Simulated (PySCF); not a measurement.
Al(OH)2 (AlH2O2), SMILES [Al]([OH])[OH], multiplicity 2. Atoms are numbered in the order given.

```xyz
5

Al     0.0000     0.0000     0.5124
O      0.0000    -1.5347    -0.2629
H      0.0000    -1.6365    -1.2269
O      0.0000     1.5347    -0.2629
H      0.0000     1.6365    -1.2269
```
Charge 0, spin multiplicity 2.

Geometry optimised at PBE-D3(BJ)/def2-TZVP. The spin state was assumed, not searched. The isomer is the one that the SMILES or the coordinates give; other isomers of the formula were not compared. The values are those of a single conformer.

Two levels are set side by side: PBE/pcH-1 (PySCF) and PBE0/pcH-1 (PySCF). Contact hyperfine couplings, same geometry. Differences are taken from unrounded values.

```json
[
 {"quantity": "A(iso) of 27Al, atom Al1 (MHz)", "PBE0": "1450.1", "PBE": "1415.4", "PBE minus PBE0": "-34.7"},
 {"quantity": "A(iso) of 17O, atom O2 (MHz)", "PBE0": "-107.9", "PBE": "-109.4", "PBE minus PBE0": "-1.6"},
 {"quantity": "A(iso) of 1H, atom H3 (MHz)", "PBE0": "29.1", "PBE": "31.1", "PBE minus PBE0": "2.0"},
 {"quantity": "A(iso) of 17O, atom O4 (MHz)", "PBE0": "-107.9", "PBE": "-109.4", "PBE minus PBE0": "-1.6"},
 {"quantity": "A(iso) of 1H, atom H5 (MHz)", "PBE0": "29.1", "PBE": "31.1", "PBE minus PBE0": "2.0"}
]
```

Rough cost on one machine, each run with all the roots and properties that it gave: PBE0 against PBE within a factor of 2.
